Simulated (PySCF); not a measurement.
These are TPSSh-D3(BJ)/def2-TZVP // r2SCAN-D4/def2-SVP (PySCF) values and carry that method's errors. All species are isolated molecules in the gas phase. 

Reference species: [Y(Cl)2(F)] (neutral, multiplicity 1).

The HOMO is -8.31 eV and the mean distance from the central atom to its bonded neighbours comes out as 2.297 Å.

Changed species: [Y(Cl)3] (0 of 3 Cl replaced by F; the reference has 1 of 3 Cl replaced by F).

Q: Predict the effect on the HOMO and mean distance from the central atom to its bonded neighbours.

A: the HOMO drops by 0.08 eV, to -8.39 eV; the mean distance from the central atom to its bonded neighbours rises by 0.146 Å, to 2.443 Å.
